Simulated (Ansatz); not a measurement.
Reaction (isomerisation): `C=C[Se]CO` → `C[Se]C(C)=O`

Isolated molecules relaxed with PBE0-D4/def2-TZVP in Ansatz; ΔE leaves out vibrations. CCSD(T)/CBS adds triple-zeta CCSD(T) − MP2 to the extrapolated MP2 energy (def2 sets, frozen cores). For Se outer-core shells are correlated without core-valence functions, which leaves a few kJ/mol of doubt a bond. Scalar relativity is left out up to krypton. One conformer a species, not always the lowest.

| species | CCSD/CBS(def2) energy (Eh) |
| --- | --- |
| `C=C[Se]CO` | -2593.56154 |
| `C[Se]C(C)=O` | -2593.59740 |

(1) Work out ΔE.

Largest T1 diagnostic among the species: 0.013.

Answers

(1) ΔE = (-2593.59740) − (-2593.56154) = -0.03586 Eh = -0.98 eV. CCSD(T)/CBS gives -1.00 eV.

From PBE to PBE0 (25 % exact exchange), in def2-TZVPP and without D4, ΔE moves by +0.05 eV.
